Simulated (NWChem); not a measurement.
System: CH5FO2Si; SMILES O(C)[Si@@H](O)F

NWChem printed, in part:

```
             Northwest Computational Chemistry Package (NWChem) 7.3.0
             --------------------------------------------------------

 C1  symmetry detected

                             Geometry "geometry" -> ""
                             -------------------------

 Output coordinates in angstroms (scale by  1.889725989 to convert to a.u.)

  No.       Tag          Charge          X              Y              Z
 ---- ---------------- ---------- -------------- -------------- --------------
    1 C                    6.0000    -0.07016058     2.02360649     0.49360369
    2 O                    8.0000    -0.27552639     1.08462103    -0.53261041
    3 Si                  14.0000    -0.00942155    -0.52404802    -0.45171443
    4 O                    8.0000     1.44351238    -0.78584345     0.28048090
    5 F                    9.0000    -1.13010268    -1.26940817     0.45503622
    6 H                    1.0000    -0.92581528     2.04392689     1.18965894
    7 H                    1.0000     0.84580741     1.80583645     1.06787380
    8 H                    1.0000     0.02969952     3.02175011     0.04212971
    9 H                    1.0000    -0.11416549    -1.05718210    -1.82064558
   10 H                    1.0000     1.54437524    -1.58484506     0.80507315

 Effective nuclear repulsion energy (a.u.)     258.8090963082

                                 NWChem DFT Module
                                 -----------------

 Summary of "ao basis" -> "ao basis" (spherical)
 ------------------------------------------------------------------------------
       Tag                 Description            Shells   Functions and Types
 ---------------- ------------------------------  ------  ---------------------
 C                          cc-pvdz                  6       14   3s2p1d
 O                          cc-pvdz                  6       14   3s2p1d
 Si                         cc-pvdz                  8       18   4s3p1d
 F                          cc-pvdz                  6       14   3s2p1d
 H                          cc-pvdz                  3        5   2s1p

            General Information
            -------------------
          SCF calculation type: DFT
          Wavefunction type:  closed shell.
          No. of atoms     :    10
          No. of electrons :    50
           Alpha electrons :    25
            Beta electrons :    25
          Charge           :     0
          Spin multiplicity:     1
          Use of symmetry is: off; symmetry adaption is: off
          Maximum number of iterations: 150
          AO basis - number of functions:    99
                     number of shells:    47
          Convergence on energy requested:  1.00D-06
          Convergence on density requested:  1.00D-05
          Convergence on gradient requested:  5.00D-04

              XC Information
              --------------
                  TPSS metaGGA Exchange Functional  1.000
             TPSS03 metaGGA Correlation Functional  1.000

             Grid Information
             ----------------
          Grid used for XC integration:  medium
          Radial quadrature: Mura-Knowles
          Angular quadrature: Lebedev.
          Tag              B.-S. Rad. Rad. Pts. Rad. Cut. Ang. Pts.
          ---              ---------- --------- --------- ---------
          C                   0.70       49          11.0       434
          O                   0.60       49          11.0       434
          Si                  1.10       88          10.0       590
          F                   0.50       49          11.0       434
          H                   0.35       45          12.0       434
          Grid pruning is: on
          Number of quadrature shells:   509
          Spatial weights used:  Erf1

      Superposition of Atomic Density Guess
      -------------------------------------

 Sum of atomic energies:        -577.90901743

      Non-variational initial energy
      ------------------------------

 Total energy =    -579.633645
 1-e energy   =   -1313.675659
 2-e energy   =     475.232918
 HOMO         =      -0.391026
 LUMO         =       0.066335

     ---------------------------------------------
      Total Density - Mulliken Population Analysis
     ---------------------------------------------

    Atom       Charge   Shell Charges
 -----------   ------   -------------------------------------------------------
    1 C    6     5.87   2.00  0.70  0.43  1.82  0.84  0.08
    2 O    8     8.72   2.00  0.86  0.90  3.04  1.92  0.01
    3 Si  14    12.57   2.00  2.01  0.66  0.24  6.01  0.91  0.34  0.40
    4 O    8     8.72   2.00  0.86  0.86  3.08  1.91  0.00
    5 F    9     9.56   2.00  0.91  1.00  3.51  2.14  0.00
    6 H    1     0.93   0.69  0.21  0.03
    7 H    1     0.94   0.69  0.22  0.03
    8 H    1     0.93   0.69  0.21  0.03
    9 H    1     1.09   0.68  0.40  0.01
   10 H    1     0.67   0.52  0.08  0.07

   convergence    iter        energy       DeltaE   RMS-Dens  Diis-err
 ---------------- ----- ----------------- --------- --------- ---------
 d= 0,ls=0.0,diis     1   -580.9701765953 -8.40D+02  1.51D-02  9.74D-01
 d= 0,ls=0.0,diis     2   -580.8411578203  1.29D-01  8.22D-03  2.63D+00
 d= 0,ls=0.0,diis     3   -581.0836631213 -2.43D-01  1.02D-03  2.32D-02
 d= 0,ls=0.0,diis     4   -581.0853323449 -1.67D-03  4.41D-04  2.83D-03
 d= 0,ls=0.0,diis     5   -581.0855782307 -2.46D-04  1.66D-04  7.31D-04
  Resetting Diis
 d= 0,ls=0.0,diis     6   -581.0856562061 -7.80D-05  3.84D-05  4.94D-05
 d= 0,ls=0.0,diis     7   -581.0856607265 -4.52D-06  1.97D-05  2.43D-06
 d= 0,ls=0.0,diis     8   -581.0856603384  3.88D-07  1.23D-05  6.51D-06
 d= 0,ls=0.0,diis     9   -581.0856609741 -6.36D-07  2.38D-06  1.47D-07

         Total DFT energy =     -581.085660974058
      One electron energy =    -1317.493017200321
           Coulomb energy =      533.690178191435
    Exchange-Corr. energy =      -56.091918273399
 Nuclear repulsion energy =      258.809096308226

 Numeric. integr. density =       49.999993236021

                       DFT Final Molecular Orbital Analysis
                       ------------------------------------

 Vector   23  Occ=2.000000D+00  E=-2.862820D-01
              MO Center=  8.4D-01, -3.7D-01, -2.6D-02, r^2= 2.8D+00
   Bfn.  Coefficient  Atom+Function         Bfn.  Coefficient  Atom+Function
  ----- ------------  ---------------      ----- ------------  ---------------
    52      0.431121   4 O  pz               55      0.301951   4 O  pz
    51      0.264787   4 O  py               91      0.195849   9 H  s
    54      0.193977   4 O  py               90      0.179070   9 H  s
    20      0.167360   2 O  pz                6     -0.124729   1 C  pz
    80     -0.119537   7 H  s                23      0.112482   2 O  pz

 Vector   24  Occ=2.000000D+00  E=-2.732312D-01
              MO Center=  1.7D-01,  8.9D-01, -1.6D-01, r^2= 2.8D+00
   Bfn.  Coefficient  Atom+Function         Bfn.  Coefficient  Atom+Function
  ----- ------------  ---------------      ----- ------------  ---------------
    20      0.341372   2 O  pz               19     -0.254305   2 O  py
    23      0.251434   2 O  pz               18      0.201028   2 O  px
    52     -0.190623   4 O  pz               85      0.182558   8 H  s
    80     -0.180739   7 H  s                50      0.175957   4 O  px
    22     -0.156632   2 O  py                6     -0.149280   1 C  pz

 Vector   25  Occ=2.000000D+00  E=-2.569059D-01
              MO Center= -2.7D-01,  1.2D+00, -1.4D-01, r^2= 1.9D+00
   Bfn.  Coefficient  Atom+Function         Bfn.  Coefficient  Atom+Function
  ----- ------------  ---------------      ----- ------------  ---------------
    18      0.495140   2 O  px               21      0.360431   2 O  px
    75      0.232898   6 H  s                20     -0.194559   2 O  pz
     4     -0.183537   1 C  px               76      0.152218   6 H  s
    23     -0.140229   2 O  pz               80     -0.134298   7 H  s
    65      0.118329   5 F  py               85     -0.097400   8 H  s

 Vector   26  Occ=0.000000D+00  E= 2.272186D-02
              MO Center=  1.1D+00, -1.0D+00,  4.6D-01, r^2= 4.3D+00
   Bfn.  Coefficient  Atom+Function         Bfn.  Coefficient  Atom+Function
  ----- ------------  ---------------      ----- ------------  ---------------
    96      0.851258  10 H  s                49     -0.718213   4 O  s
    32      0.535457   3 Si s                 3     -0.440082   1 C  s
    81      0.409397   7 H  s                91     -0.345020   9 H  s
    54      0.220140   4 O  py               86      0.189482   8 H  s
    48     -0.170972   4 O  s                95      0.167345  10 H  s

 Vector   27  Occ=0.000000D+00  E= 5.219376D-02
              MO Center= -1.0D-01, -2.6D-01, -3.2D-01, r^2= 4.8D+00
   Bfn.  Coefficient  Atom+Function         Bfn.  Coefficient  Atom+Function
  ----- ------------  ---------------      ----- ------------  ---------------
    76     -0.611570   6 H  s                40      0.606649   3 Si py
     3      0.591364   1 C  s                39      0.478541   3 Si px
    63      0.365721   5 F  s                41     -0.344920   3 Si pz
    86     -0.244448   8 H  s                32     -0.233221   3 Si s
    17     -0.228089   2 O  s                 7     -0.209972   1 C  px

 Vector   28  Occ=0.000000D+00  E= 5.527304D-02
              MO Center= -4.2D-01,  1.0D-01, -4.9D-01, r^2= 3.9D+00
   Bfn.  Coefficient  Atom+Function         Bfn.  Coefficient  Atom+Function
  ----- ------------  ---------------      ----- ------------  ---------------
    17      0.716886   2 O  s                32     -0.559580   3 Si s
    39      0.549986   3 Si px               40     -0.537868   3 Si py
    91      0.337598   9 H  s                 9      0.293434   1 C  pz
    76     -0.253358   6 H  s                 8      0.200114   1 C  py
     6      0.190621   1 C  pz               36      0.183987   3 Si px

     ---------------------------------------------
      Total Density - Mulliken Population Analysis
     ---------------------------------------------

    Atom       Charge   Shell Charges
 -----------   ------   -------------------------------------------------------
    1 C    6     5.88   2.01  0.67  0.36  2.05  0.69  0.09
    2 O    8     8.38   2.01  0.83  0.91  2.89  1.74  0.01
    3 Si  14    13.30   2.00  2.03  0.73  0.14  6.01  1.29  0.44  0.66
    4 O    8     8.32   2.01  0.84  0.85  2.88  1.74  0.01
    5 F    9     9.29   2.01  0.90  1.01  3.33  2.05  0.00
    6 H    1     0.96   0.76  0.17  0.03
    7 H    1     0.97   0.76  0.18  0.03
    8 H    1     0.96   0.76  0.17  0.03
    9 H    1     1.10   0.74  0.35  0.01
   10 H    1     0.83   0.68  0.07  0.08

     -------------------------------------------
      Total Density - Lowdin Population Analysis
     -------------------------------------------

    Atom       Charge   Shell Charges
 -----------   ------   -------------------------------------------------------
    1 C    6     6.01   1.88  0.56  0.38  1.82  1.12  0.25
    2 O    8     8.08   1.92  0.81  0.67  2.73  1.93  0.02
    3 Si  14    13.73   2.00  1.78  0.65  0.36  5.90  1.27  0.72  1.06
    4 O    8     8.10   1.91  0.81  0.68  2.70  1.99  0.01
    5 F    9     9.12   1.92  0.93  0.87  3.20  2.19  0.00
    6 H    1     0.98   0.64  0.27  0.07
    7 H    1     0.98   0.64  0.27  0.08
    8 H    1     0.98   0.64  0.26  0.07
    9 H    1     1.09   0.63  0.42  0.03
   10 H    1     0.94   0.55  0.17  0.21

     Multipole analysis of the density
     ---------------------------------

     L   x y z        total         alpha         beta         nuclear
     -   - - -        -----         -----         ----         -------
     0   0 0 0     -0.000000    -25.000000    -25.000000     50.000000

     1   1 0 0      0.357849      0.178925      0.178925      0.000000
     1   0 1 0     -0.034634     -0.017317     -0.017317     -0.000000
     1   0 0 1      0.384459      0.192230      0.192230      0.000000

     2   2 0 0    -28.131992    -72.584390    -72.584390    117.036788
     2   1 1 0     -2.220891      2.352568      2.352568     -6.926027
     2   1 0 1      1.034071     -1.073719     -1.073719      3.181508
     2   0 2 0    -23.001894   -149.822351   -149.822351    276.642809
     2   0 1 1      0.666630     -4.773247     -4.773247     10.213124
     2   0 0 2    -26.122198    -40.917348    -40.917348     55.712497
```

Level: TPSS/cc-pVDZ. Geometry: optimised at PBE0/def2-SVP.

**Question.** Write an input that gives this output.

**Answer.** Several could match; the one computed here: the input that was run:
```
start job
memory heap 200 mb stack 900 mb global 1100 mb
geometry units angstroms noautoz
  C     -0.040907     2.038357     0.474624
  O     -0.295777     1.105403    -0.545975
  Si    -0.036928    -0.505266    -0.483408
  O      1.444069    -0.779573     0.185223
  F     -1.122893    -1.247698     0.466939
  H     -0.866069     2.060878     1.206506
  H      0.897197     1.812184     1.008491
  H      0.046163     3.037912     0.023625
  H     -0.203193    -1.031443    -1.848937
  H      1.561936    -1.581593     0.701600
end
basis spherical
  * library cc-pvdz
end
dft
  xc xtpss03 ctpss03
  iterations 150
  mulliken
end
task dft energy
```
